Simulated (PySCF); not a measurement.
Cartesian coordinates in Å; atom numbers follow the order of the lines, from 1:
```xyz
18

F    -3.6005    0.0524   -0.4630
C    -2.5282   -0.6600   -0.9676
Si   -1.0211   -0.4500    0.1858
N    -0.6000    1.2171    0.2375
Si    0.9316    1.8375    0.7437
N     1.9956    0.4773    0.8002
Si    1.9726   -0.9837   -0.1181
N     0.3160   -1.2848   -0.5094
H    -2.3660   -0.2862   -1.9802
H    -2.8579   -1.6980   -1.0281
H    -1.3747   -0.9762    1.5150
H    -1.3414    1.8880    0.1322
H     0.8896    2.3882    2.1051
H     1.3436    2.8492   -0.2396
H     2.8602    0.6475    1.2847
H     2.5237   -2.0336    0.7490
H     2.7104   -0.8819   -1.3858
H     0.1377   -2.0966   -1.0732
```

Method: σ from GIAO-PBE0/pcSseg-1, structure optimised with GFN2-xTB, in PySCF 2.14 (averaged over atoms made equivalent by symmetry, fast rotation or ring inversion, non-relativistic, isolated molecule, a single conformation).

References, each an isolated molecule treated in the same way: TMS for ¹³C (186.93 ppm), ¹H (31.72 ppm), ²⁹Si (349.16 ppm); ¹⁹F (170.95 ppm) against CFCl3; NH3 for ¹⁵N (267.73 ppm).

| atoms | nucleus | count | δ (ppm) |
| --- | --- | --- | --- |
| H11 | ¹H | 1 | ? |
| N6 | ¹⁵N | 1 | 15.4 |
| H15 | ¹H | 1 | -0.52 |
| Si3 | ²⁹Si | 1 | -32.5 |
| Si5/Si7 | ²⁹Si | 2 | ? |
| N4/N8 | ¹⁵N | 2 | 21.7 |
| H14/H17 | ¹H | 2 | ? |
| C2 | ¹³C | 1 | 81.2 |
| F1 | ¹⁹F | 1 | ? |
| H12/H18 | ¹H | 2 | -0.13 |
| H9/H10 | ¹H | 2 | 4.67 |
| H13/H16 | ¹H | 2 | 5.55 |

**Question.** Estimate the values marked ?.

**Answer.** 
- H11: 5.71 ppm, hydrogen on a silicon bonded to C, 2 N, in a 6-membered ring
- H14/H17: 5.62 ppm, hydrogen on a silicon bonded to 2 N, in a 6-membered ring
- F1: -317.2 ppm, fluorine on an sp3 carbon
- Si5/Si7: -34.2 ppm, silicon bonded to 2 N, 2 H, in a 6-membered ring

OH and NH positions are those of a molecule without intermolecular hydrogen bonds; in solution they move with solvent, concentration and temperature, and exchange usually removes their couplings. Shifts are as computed. Against solution values, carbons near 30 ppm lie about +3 ppm off and those near 130 ppm about +5 ppm. Of 1211 compounds with measured shifts, 218 miss one by over three times the rms of a fit or turn the order of signals round; such compounds aren't used in these exercises. Unscaled 19F shifts against computed CFCl3 carry errors that often reach 10 to 50 ppm. Experimental scales use liquid or dissolved standards, which lie at an offset from isolated NH3 (liquid NH3: subtract about 20 ppm).
